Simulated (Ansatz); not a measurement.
Mulliken charges of `N=C1C[SiH2]1` from B3LYP/def2-TZVPP in Ansatz (PBE0-D4/def2-TZVP geometry).

```json
{"atom": "N1", "x (Å)": "-1.185", "y (Å)": "0.954", "z (Å)": "-1.318", "charge (e)": "-0.229"}
{"atom": "C2", "x (Å)": "-0.517", "y (Å)": "0.311", "z (Å)": "-0.471", "charge (e)": "-0.075"}
{"atom": "C3", "x (Å)": "0.903", "y (Å)": "0.192", "z (Å)": "0.029", "charge (e)": "-0.236"}
{"atom": "Si4", "x (Å)": "-0.351", "y (Å)": "-0.933", "z (Å)": "0.871", "charge (e)": "0.309"}
{"atom": "H5", "x (Å)": "-0.582", "y (Å)": "1.603", "z (Å)": "-1.837", "charge (e)": "0.137"}
{"atom": "H6", "x (Å)": "1.298", "y (Å)": "1.052", "z (Å)": "0.568", "charge (e)": "0.101"}
{"atom": "H7", "x (Å)": "1.625", "y (Å)": "-0.234", "z (Å)": "-0.668", "charge (e)": "0.101"}
{"atom": "H8", "x (Å)": "-0.329", "y (Å)": "-2.379", "z (Å)": "0.557", "charge (e)": "-0.054"}
{"atom": "H9", "x (Å)": "-0.774", "y (Å)": "-0.613", "z (Å)": "2.252", "charge (e)": "-0.054"}
```

**Question.** By hand: the dipole of these point charges (1 e Å = 4.8032 D).

**Answer.** Σ q r = (0.264, -0.112, 0.186) e Å, of length 0.342 e Å = 1.64 D.

**Question.** How does the dipole of the full density compare? (Estimate.)

**Answer.** The calculation gave: (0.431, -0.076, 0.193) e Å, 2.30 D; the point charges give 0.71 times that, at 15° from its direction.

Point charges leave out the atoms' own dipoles, such as those of lone pairs, and Mulliken's split depends on the basis, so the two needn't agree.

B3LYP here is the variant with VWN-RPA as its local correlation; programs differ in this.
